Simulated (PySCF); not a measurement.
# Does the structure fit the spectrum?

A compound C5H7FO2Si gives the data below (simulated from a calculation) and was assigned the structure `O=C1CC([SiH2]F)=CCO1`.

13C{1H} NMR (computed): δ 173.1 (C), 142.2 (C), 135.1 (CH), 89.6 (CH), 55.2 (CH3).

1H NMR (300 MHz, computed): δ 6.33 (m, 1H), 5.92 (m, 2H), 4.89 (m, 1H), 3.56 (s, 3H).

Calculated, not measured (PySCF): coordinates at the GFN2-xTB level, GIAO PBE0/pcSseg-1 shieldings. In vacuum, single conformer, fast rotation and ring inversion assumed for equivalent nuclei, non-relativistic.

References, each an isolated molecule treated in the same way: 1H (σ = 31.72 ppm), 13C (σ = 186.93 ppm) against TMS.

(1) Compare with the shifts computed for the proposed structure, pairing carbons in order of shift.

(2) Which isomer fits?

Results:

(1) Structure with atom numbers: `[O:1]=[C:2]1[CH2:3][C:4]([SiH2:5][F:6])=[CH:7][CH2:8][O:9]1` (H(Xn): hydrogen on atom n).

| atom | computed for proposal | given list | difference |
| --- | --- | --- | --- |
| C2 | 172.3 | 173.1 | -0.8 |
| C4 | 148.4 | 142.2 | +6.2 |
| C7 | 147.3 | 135.1 | +12.2 |
| C8 | 68.8 | 89.6 | -20.8 |
| C3 | 39.4 | 55.2 | -15.8 |

The rms difference is 13.2 ppm and the largest -20.8 ppm at C8 (allylic sp3 CH2 bonded to O). The carbon types in order of shift don't match either: C, C, CH, CH2, CH2 for the proposal against C, C, CH, CH, CH3 in the data. The proposal doesn't fit.

(2) `InChI=1S/C5H7FO2Si/c1-7-5-2-8-9-3-4(5)6/h2-3H,9H2,1H3`.

Carbon types of the structure: 2 × C, 2 × CH, 1 × CH3, leaving 2 H on heteroatoms. δC 173.1: fully substituted alkene carbon. δC 142.2, 135.1: alkene carbon bearing oxygen; an sp2 carbon further deshielded by the attached heteroatom. δC 89.6: alkene CH. δH 6.33: hydrogen on an alkene carbon bearing oxygen; a vinylic proton, deshielded by the sp2 carbon and the C=C anisotropy.

The data come from this structure; uniqueness wasn't tested.

Splittings by 19F in the carbon and heteronuclear signals aren't shown, as no couplings were computed. Shifts are as computed. Against solution values, carbons near 30 ppm lie about +3 ppm off and those near 130 ppm about +5 ppm. Of 1309 compounds with measured shifts, 239 miss one by over three times the rms of a fit or turn the order of signals round; such compounds aren't used in these exercises. Multiplicities follow the n + 1 count of equivalent neighbours, as no J values were calculated; m marks all less simple cases, F and P coupling included.
